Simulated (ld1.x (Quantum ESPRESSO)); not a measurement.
u(r) = r·R(r): atom against pseudo-atom (Cu (Z = 29))

Columns: radius, all-electron u(r) and pseudo u(r) of the 3d shell (level -6.18 eV) of copper in the configuration [Ar] 3d10 4s0.5 4p0.5; PBE, scalar-relativistic, ultrasoft scheme, ld1.x (Quantum ESPRESSO) 7.5.

```
r (bohr)  all-electron  pseudo
   0.158        0.2587  0.0176
   0.315        0.6954  0.1219
   0.473        0.9279  0.3297
   0.630        0.9724  0.5687
   0.788        0.9202  0.7408
   0.945        0.8330  0.7886
   1.102        0.7395  0.7368
   1.260        0.6508  0.6508
   1.418        0.5712  0.5712
   1.575        0.5018  0.5018
   1.732        0.4414  0.4414
   1.890        0.3887  0.3887
   2.047        0.3431  0.3431
   2.205        0.3033  0.3033
   2.362        0.2687  0.2687
   2.520        0.2382  0.2382
   2.678        0.2115  0.2115
   2.835        0.1882  0.1882
   2.992        0.1676  0.1676
   3.150        0.1493  0.1493
   3.308        0.1331  0.1331
   3.465        0.1189  0.1189
   3.622        0.1063  0.1063
   3.780        0.0949  0.0949
   3.938        0.0849  0.0849
   4.095        0.0760  0.0760
```

**Question.** How many radial nodes do the two functions have?

**Answer.** The all-electron 3d function has n − l − 1 = 0; the pseudo-wave has 0.

**Question.** At about which radius was the pseudo-wave matched?

**Answer.** 1.30 bohr, where the columns begin to agree (steps of 0.16 bohr).

**Question.** Where does each function peak?

**Answer.** Outermost all-electron maximum near 0.63 bohr, pseudo maximum near 0.94 bohr (to the table’s step).

**Question.** Is the pseudo-wave norm-conserving?

**Answer.** No, it belongs to an ultrasoft set: the norm inside the radius is not constrained, and the difference is carried by the augmentation charge.
